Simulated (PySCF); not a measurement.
Isomers of C8H6FN.

All values: PBE0/pcSseg-1 (PySCF) at GFN2-xTB geometries, gas phase, one conformer each.

Question: Rank by HOMO energy, lowest first.
A. `Fc1ccc2ccccn12`
B. `Nc1c(C#C)c(F)ccc1`
C. `[N:1]#[C:2][c:3]1[cH:4][cH:5][cH:6][cH:7][c:8]1[CH2:9][F:10]` with C7–C8–C9–F10 0°
D. `[N:1]#[C:2][CH2:3][c:4]1[cH:5][cH:6][c:7]([F:8])[cH:9][cH:10]1` with C2–C3–C4–C5 89°
E. `[C@H]12C=C([C@H]([C@H]1F)C=C2)C#N`

Answer: C (-7.88 eV), D (-7.56 eV), E (-7.42 eV), B (-6.20 eV), A (-5.57 eV).

Question: Rank by the highest Hirshfeld charge on any atom, lowest value first.
A. `C#Cc1c(N)cccc1F`
B. `[C@H]12C=C[C@H](C(=C1)C#N)[C@H]2F`
C. `Fc1ccc2ccccn12`
D. `[N:1]#[C:2][CH2:3][c:4]1[cH:5][cH:6][cH:7][cH:8][c:9]1[F:10]` with C2–C3–C4–C5 53°

Answer: B (+0.073 e), D (+0.088 e), C (+0.100 e), A (+0.138 e).

Question: Rank by the lowest IAO charge on any atom, highest value first.
A. `FC1=CC=C2C=CC=CN12`
B. `C#Cc1c(N)cccc1F`
C. `[N:1]#[C:2][CH2:3][c:4]1[cH:5][cH:6][c:7]([F:8])[cH:9][cH:10]1` with C2–C3–C4–C5 89°
D. `[N:1]#[C:2][c:3]1[cH:4][cH:5][cH:6][cH:7][c:8]1[CH2:9][F:10]` with C7–C8–C9–F10 0°

Answer: A (-0.258 e), C (-0.298 e), D (-0.318 e), B (-0.493 e).

All values together:

| SMILES | μ (D) | HOMO (eV) | LUMO (eV) | lowest IAO charge (e) | highest IAO charge (e) | lowest Hirshfeld charge (e) | highest Hirshfeld charge (e) |
| --- | --- | --- | --- | --- | --- | --- | --- |
| N#CC1=C[C@@H]2C=C[C@H]1[C@H]2F | 3.44 | -7.42 | -1.86 | -0.310 (F) | +0.205 (C) | -0.218 (N) | +0.073 (C) |
| N#Cc1ccccc1CF | 3.65 | -7.88 | -1.76 | -0.318 (F) | +0.173 (H) | -0.215 (N) | +0.080 (C) |
| Fc1ccc2ccccn12 | 1.27 | -5.57 | -0.92 | -0.258 (F) | +0.308 (C) | -0.103 (C) | +0.100 (C) |
| C#Cc1c(N)cccc1F | 3.05 | -6.20 | -0.90 | -0.493 (N) | +0.319 (C) | -0.181 (N) | +0.138 (H) |
| N#CCc1ccccc1F | 3.84 | -7.65 | -0.97 | -0.304 (C) | +0.285 (C) | -0.228 (N) | +0.088 (C) |
| N#CCc1ccc(F)cc1 | 3.55 | -7.56 | -0.96 | -0.298 (C) | +0.299 (C) | -0.231 (N) | +0.093 (C) |
| N#CCc1cccc(F)c1 | 3.78 | -7.62 | -0.98 | -0.298 (C) | +0.304 (C) | -0.228 (N) | +0.094 (C) |

Conformers: `[N:1]#[C:2][c:3]1[cH:4][cH:5][cH:6][cH:7][c:8]1[CH2:9][F:10]` with C7–C8–C9–F10 0°; `[N:1]#[C:2][CH2:3][c:4]1[cH:5][cH:6][cH:7][cH:8][c:9]1[F:10]` with C2–C3–C4–C5 53°; `[N:1]#[C:2][CH2:3][c:4]1[cH:5][cH:6][c:7]([F:8])[cH:9][cH:10]1` with C2–C3–C4–C5 89°; `[N:1]#[C:2][CH2:3][c:4]1[cH:5][cH:6][cH:7][c:8]([F:9])[cH:10]1` with C2–C3–C4–C5 85°.
